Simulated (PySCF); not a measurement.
## The third ionisation energy along the 3d series

All values are computed (PySCF 2.14, energy differences of UHF-based or UKS calculations, no spin-orbit coupling). Values in eV. The last column holds reference values (NIST; (s) semi-empirical, (t) theoretical, else measured). Unmarked ones compare directly (S terms, centres of terms, or small fine structure); those marked * lie between the lowest fine-structure levels and include a spin-orbit shift.

| element | configurations | UHF | PBE | PBE0 | r2SCAN | MP2 (valence) | SCS-MP2 (valence) | reference |
| --- | --- | --- | --- | --- | --- | --- | --- | --- |
| Sc (aug-cc-pVQZ-DK, spin-free X2C) | [Ar] 3d1 → [Ar] | 23.859 | 25.325 | 25.186 | 25.124 | n/a | n/a | 24.757 * |
| Ti (aug-cc-pVQZ-DK, spin-free X2C) | [Ar] 3d2 → [Ar] 3d1 | 26.616 | 27.951 | 27.833 | 27.931 | 26.754 | 26.662 | 27.492 * |
| V (aug-cc-pVQZ-DK, spin-free X2C) | [Ar] 3d3 → [Ar] 3d2 | 28.164 | 29.812 | 29.638 | 29.765 | 28.572 | 28.300 | 29.311 * |
| Cr (aug-cc-pVQZ-DK, spin-free X2C) | [Ar] 3d4 → [Ar] 3d3 | 29.672 | 31.505 | 31.300 | 31.049 | 30.368 | 29.904 | 30.959 ± 0.025 * |
| Zn (aug-cc-pVQZ-DK, spin-free X2C) | [Ar] 3d10 → [Ar] 3d9 | 36.956 | 40.116 | 39.626 | 39.632 | 40.127 | 39.766 | 39.723 * |

Q: Fill in the row of Fe (aug-cc-pVQZ-DK, spin-free X2C) ([Ar] 3d6 → [Ar] 3d5).

A: UHF 28.328; PBE 31.494; PBE0 31.004; r2SCAN 30.814; MP2 (valence) 30.055; SCS-MP2 (valence) 30.290; reference 30.651 ± 0.012 * (eV).

"Valence" correlates the outer s and p shells and, in groups 3 to 12 and the f block, the outer d or f shell, open or full, or the next shell where the ion has no valence electron left; the wider scheme adds the next inner shell.
